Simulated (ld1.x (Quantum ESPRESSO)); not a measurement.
# u(r) = r·R(r): atom against pseudo-atom (phosphorus)

Columns: radius, all-electron u(r) and pseudo u(r) of the 3s shell (level -13.97 eV) of phosphorus in the configuration [Ne] 3s2 3p3; PBE, scalar-relativistic, TM scheme, ld1.x (Quantum ESPRESSO) 7.5.

| r (bohr) | all-electron | pseudo |
| --- | --- | --- |
| 0.085 | 0.1565 | 0.1101 |
| 0.170 | -0.1009 | 0.1988 |
| 0.255 | -0.3025 | 0.2510 |
| 0.340 | -0.3743 | 0.2645 |
| 0.425 | -0.3400 | 0.2517 |
| 0.510 | -0.2385 | 0.2320 |
| 0.595 | -0.1026 | 0.2219 |
| 0.680 | 0.0448 | 0.2327 |
| 0.765 | 0.1891 | 0.2722 |
| 0.850 | 0.3215 | 0.3441 |
| 0.935 | 0.4377 | 0.4398 |
| 1.020 | 0.5359 | 0.5359 |
| 1.105 | 0.6163 | 0.6163 |
| 1.190 | 0.6799 | 0.6799 |
| 1.275 | 0.7278 | 0.7278 |
| 1.360 | 0.7613 | 0.7613 |
| 1.445 | 0.7821 | 0.7821 |
| 1.530 | 0.7918 | 0.7918 |
| 1.615 | 0.7922 | 0.7922 |
| 1.700 | 0.7847 | 0.7847 |
| 1.785 | 0.7708 | 0.7708 |
| 1.870 | 0.7518 | 0.7518 |
| 1.955 | 0.7288 | 0.7288 |
| 2.040 | 0.7027 | 0.7027 |
| 2.125 | 0.6746 | 0.6746 |
| 2.210 | 0.6449 | 0.6449 |

How many radial nodes do the two functions have?

The all-electron 3s function has n − l − 1 = 2; the pseudo-wave has 0, since the states of the same l below it are removed with the core.

At about which radius was the pseudo-wave matched?

1.05 bohr, where the columns begin to agree (steps of 0.09 bohr).

Is the pseudo-wave norm-conserving?

Yes: the TM scheme keeps the norm inside the radius equal to the all-electron one, which fixes the energy derivative of the logarithmic derivative at the level.
